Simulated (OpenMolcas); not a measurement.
## Levels of Sn²⁺ by method

```
Program             : OpenMolcas 26.06
Basis               : ANO-RCC-VTZP [7s6p4d2f1g]
Scalar Hamiltonian  : DKH2, point nucleus
Active space        : 2 electrons in 8 orbitals (5s 5p 6s 6p)
State averaging     : 2S+1 = 3 even, 3 roots (0 in the spin-orbit step); 2S+1 = 1 even, 1 root; 2S+1 = 3 odd, 3 roots; 2S+1 = 1 odd, 3 roots
Spin-orbit coupling : RASSI with atomic mean-field integrals over the reference wave functions, term energies averaged over their components
```

Methods on the same reference wave functions:
A. CASSCF
B. SS-CASPT2, IPEA 0.25 Eh, imaginary shift 0.1 Eh (closed shells correlated: 4d)

Energies in cm⁻¹ above 5s² ¹S₀, the measured ground level; measured values from Moore, Atomic Energy Levels, vol. III, NSRDS-NBS 35 (1971 reprint of NBS Circular 467, 1958).

```json
{"Level": "5s² ¹S₀", "A": "0.0", "B": "0.0", "Measured": "0.0"}
{"Level": "5s 5p ³P°₀", "A": "50016", "B": "53377", "Measured": "53548"}
{"Level": "5s 5p ³P°₁", "A": "51486", "B": "54797", "Measured": "55196"}
{"Level": "5s 5p ³P°₂", "A": "54749", "B": "58111", "Measured": "59229"}
{"Level": "5s 5p ¹P°₁", "A": "86237", "B": "78566", "Measured": "79911"}
```

Deviations, from unrounded energies. A percentage is the sum of absolute deviations over the sum of measured energies, with the sign that they share, or ± where signs differ.

| Against measurement | Levels | A | B |
| --- | --- | --- | --- |
| mean absolute deviation (cm-1) | 4 | 4500 | 760 |
| other configurations (%) | 4 | ±7.3 | -1.2 |

B lies closest to measurement on these levels. The largest miss of B in the table is 5s 5p ¹P°₁, by -1300 cm-1. The ranking rests on the paired levels alone, and a cruder setting can come out closer through cancelling errors.

The lowest spin-free term lies below A's lowest term by 0.408 hartree in B.

Some high roots are left out of the spin-orbit mixing, which shifts the levels that they would mix with. Active for correlation alone: 6p 6s; no level in the range computed is led by a configuration that fills them, so any true level of that kind is missing. Measured partners are found by configuration, term and J. A level has none where our copy of the source lacks it or the pairing is in doubt (some pairs that miss far off the trend of their configuration count as doubtful), and it then counts in no deviation. Levels of configurations outside the active space are missing.

° marks odd parity.
